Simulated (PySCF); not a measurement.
Molecule: `InChI=1S/C5H8Si/c1-2-3-4-5-6/h4H,1,5H2,6H3`.

Molfile (atoms numbered from 1):
```
C5H8Si
     RDKit          3D

 14 13  0  0  0  0  0  0  0  0999 V2000
    3.5372    0.5737    0.2717 C   0  0  0  0  0  0  0  0  0  0  0  0
    2.3226    0.0580    0.2705 C   0  0  0  0  0  0  0  0  0  0  0  0
    1.1537   -0.4459    0.2632 C   0  0  0  0  0  0  0  0  0  0  0  0
   -0.0643   -0.9649    0.2689 C   0  0  0  0  0  0  0  0  0  0  0  0
   -1.2143   -0.4620    1.0780 C   0  0  0  0  0  0  0  0  0  0  0  0
   -2.4172    0.5557    0.0162 Si  0  0  0  0  0  4  0  0  0  0  0  0
    4.3251    0.1707   -0.3730 H   0  0  0  0  0  0  0  0  0  0  0  0
    3.7949    1.4201    0.9167 H   0  0  0  0  0  0  0  0  0  0  0  0
   -0.2651   -1.8113   -0.4025 H   0  0  0  0  0  0  0  0  0  0  0  0
   -0.8693    0.1737    1.9081 H   0  0  0  0  0  0  0  0  0  0  0  0
   -1.7835   -1.3028    1.5096 H   0  0  0  0  0  0  0  0  0  0  0  0
   -2.9178   -0.2758   -1.1208 H   0  0  0  0  0  0  0  0  0  0  0  0
   -1.7221    1.7587   -0.5290 H   0  0  0  0  0  0  0  0  0  0  0  0
   -3.5828    0.9879    0.8483 H   0  0  0  0  0  0  0  0  0  0  0  0
  1  2  2  0
  2  3  2  0
  3  4  2  0
  4  5  1  0
  5  6  1  0
  1  7  1  0
  1  8  1  0
  4  9  1  0
  5 10  1  0
  5 11  1  0
  6 12  1  0
  6 13  1  0
  6 14  1  0
M  END
```

Geometry PBE0-D3(BJ)/def2-SVP throughout; GIAO in PySCF, gas phase, one conformer, non-relativistic; equivalent atoms averaged; basis pcSseg-1.

For orientation, LDA gives these absolute shieldings σ: C2 -7.6, C4 57.7, C1 80.3, C5 158.2, Si6 392.0, H9 24.81, H7/H8 25.40, H12/H13/H14 26.66, H10/H11 28.76 ppm.

A run gave: C2 -0.6, C4 63.4, C1 85.1, C5 157.9, Si6 403.9, H9 25.29, H7/H8 25.88, H12/H13/H14 27.19, H10/H11 29.19 ppm (absolute shieldings σ).

Problem. Which functional was used in that run?
A. HF
B. PBE
C. B97-D
D. wB97X-D

Solution. B. C4 tells them apart best: PBE gives 63.4, wB97X-D gives 66.9, HF gives 75.7, B97-D gives 66.6 ppm.
